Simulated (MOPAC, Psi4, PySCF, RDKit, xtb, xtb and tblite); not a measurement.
Two geometries of C7H10O2Si, SMILES CC(=O)C[SiH2]c1ccco1, relaxed at GFN2-xTB with one dihedral held; other torsions can differ between them too.

Structure A

```
20

C     -2.8315     0.7461    -0.7109
C     -1.7679    -0.3186    -0.7940
O     -1.2095    -0.5897    -1.8290
C     -1.4903    -1.0648     0.4808
Si    -1.3982    -0.0303     2.0820
C     -0.2108     1.3812     1.7694
C      0.5424     1.7522     0.6850
C      1.2570     2.9097     1.0615
C      0.8922     3.1653     2.3488
O      0.0123     2.2550     2.7835
H     -3.1361     1.0467    -1.7104
H     -2.4213     1.6107    -0.1919
H     -3.6902     0.3859    -0.1515
H     -2.3123    -1.7728     0.6040
H     -0.5868    -1.6592     0.3415
H     -0.9075    -0.8914     3.1643
H     -2.7204     0.4970     2.4462
H      0.5756     1.2548    -0.2633
H      1.9437     3.4715     0.4621
H      1.1806     3.9387     3.0337
```

Structure B

```
20

C      2.0948     0.7629     1.8824
C      0.9714    -0.1497     1.4587
O     -0.1660     0.0026     1.8374
C      1.3417    -1.2390     0.5055
Si    -0.0460    -1.3693    -0.8057
C      0.5531    -2.5931    -2.0933
C      1.6596    -3.3912    -2.2252
C      1.5138    -4.0997    -3.4375
C      0.3278    -3.6855    -3.9629
O     -0.2552    -2.7828    -3.1643
H      1.7458     1.4794     2.6215
H      2.9150     0.1784     2.2937
H      2.4646     1.2971     1.0089
H      1.3643    -2.1748     1.0647
H      2.3337    -1.0821     0.0866
H     -1.2893    -1.8499    -0.2061
H     -0.2286    -0.0537    -1.4308
H      2.4766    -3.4613    -1.5359
H      2.1915    -4.8139    -3.8586
H     -0.1864    -3.9521    -4.8656
```

### Question
Which is lower in energy at the level PBE0-D3(BJ)/def2-SVP // GFN2-xTB in Psi4, and by how much?

### Answer
A is lower, by 3.82 kJ/mol (dihedral O3–C2–C4–Si5: 140° in A, 40° in B).

E(B) − E(A) in kJ/mol at the other levels, on the same two geometries: GFN2-xTB (xtb and tblite) -2.10; MMFF94 // GFN2-xTB (RDKit) -2.57; PBE0/def2-SVP // GFN2-xTB (Psi4) -0.38; PBE/def2-SVP // GFN2-xTB (Psi4) 0.29; PBE-D3(BJ)/def2-SVP // GFN2-xTB (Psi4) 4.64; UFF // GFN2-xTB (RDKit) 0.18; AM1, restricted, heats of formation // GFN2-xTB (MOPAC) -1.28; PM7, restricted, heats of formation // GFN2-xTB (MOPAC) -9.05; GFN1-xTB // GFN2-xTB (xtb) -7.15; restricted B3LYP/6-31G*, spherical d, density fitting // GFN2-xTB (PySCF) -2.76; restricted B3LYP/3-21G, density fitting // GFN2-xTB (PySCF) -8.91; restricted Hartree-Fock/3-21G, density fitting // GFN2-xTB (PySCF) -11.03; restricted LDA (SVWN5)/6-31G*, spherical d, density fitting // GFN2-xTB (PySCF) 4.11.
